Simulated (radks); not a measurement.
Q: Ta II, configuration [Xe] 4f14 5d2.25 6s1 6p0.75 (fractional occupations, a model configuration). Calculated with a radial shooting solver on a logarithmic mesh with Libxc functionals: Dirac Kohn-Sham, PBE, spin-unpolarised, spherical densities, point nucleus; open shells are shared between the two j in proportion to 2j + 1.

Spin-orbit splittings of the eigenvalues, e(l+1/2) - e(l-1/2), with zeta = 2 splitting/(2l+1) and mean radii in bohr:

| shell | occ. | splitting (eV) | zeta (eV) | <r> j=l-1/2 | <r> j=l+1/2 |
|---|---|---|---|---|---|
| 2p | 6 | 1270 | 846.9 | 0.06487 | 0.07271 |
| 3p | 6 | 273.5 | 182.3 | 0.1942 | 0.2088 |
| 3d | 10 | 59.56 | 23.82 | 0.1829 | 0.1874 |
| 4p | 6 | 62.96 | 41.97 | 0.4645 | 0.4975 |
| 4d | 10 | 11.56 | 4.626 | 0.5165 | 0.5280 |
| 4f | 14 | 1.983 | 0.5666 | 0.6331 | 0.6439 |
| 5p | 6 | 8.832 | 5.888 | 1.215 | 1.319 |
| 5d | 2.25 | ? | ? | 1.973 | 2.040 |
| 6p | 0.75 | 0.8051 | 0.5367 | 3.680 | 3.963 |

Estimate the 5d splitting.

A: 0.7013 eV (zeta = 0.2805 eV).
